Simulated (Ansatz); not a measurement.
A further run on MgTe2 (the lowest singlet isomer of a short search).

```yaml
crystal:
  periodic: [false, false, false]
  atoms:
    - {symbol: Mg, position_ang: [1.186589, -0.409783, 0.653903]}
    - {symbol: Te, position_ang: [-0.513204, -0.982236, -1.216382]}
    - {symbol: Te, position_ang: [-0.673384, 1.392010, 0.562479]}
basis:
  gaussian: {orbitals: def2-TZVP}
hamiltonian: {xc: {name: SVWN5}}
output: {forces: true}
```

```sh
$ ansatz run in.yaml --threads 4 --pin off --events-out ev --progress --plain --max-ram 3916MiB
```

Output, abridged:

```
Functional definition: SVWN5
1060 factors; their error is unknown
mean field evaluation 1: about -19984.6438 eV, gradient 2.3e1 eV
mean field evaluation 2: about -19960.7143 eV, gradient 7.4e1 eV
mean field evaluation 4: about -19986.8086 eV, gradient 8.5e0 eV
mean field evaluation 8: about -19986.9763 eV, gradient 1.9e-1 eV
mean field evaluation 16: about -19986.7209 eV, gradient 1.3e-3 eV
mean field evaluation 32: about -19983.8390 eV, gradient 6.4e-3 eV
mean field evaluation 64: about -19986.7209 eV, gradient 8.3e-6 eV
mean field -19986.72093311 eV, -734.4984468056 hartree, gradient 8.3e-6 eV, S^2 0.000000; 5 other end points of the search recorded, 0 dependent functions left out
reference -19986.72096383 eV, -734.4984479346 hartree; 30, 30 occupied and 102, 102 virtual orbitals, 1060 factors
Total energy: -19986.72096383 eV, -734.4984479346 hartree
Atom 0 at     1.186589    -0.409783     0.653903 Å, force    -0.319292     0.109900    -0.176248 eV/Å
Atom 1 at    -0.513204    -0.982236    -1.216382 Å, force     0.138390     0.264167     0.327444 eV/Å
Atom 2 at    -0.673384     1.392010     0.562479 Å, force     0.180902    -0.374067    -0.151195 eV/Å
Dipole moment:     1.012488    -0.349643     0.557970 e Å
```

It took 1.9 s on 4 threads of Arm Neoverse V2 on a shared host.

In the def2 sets Te takes a core potential; there is no spin–orbit coupling.
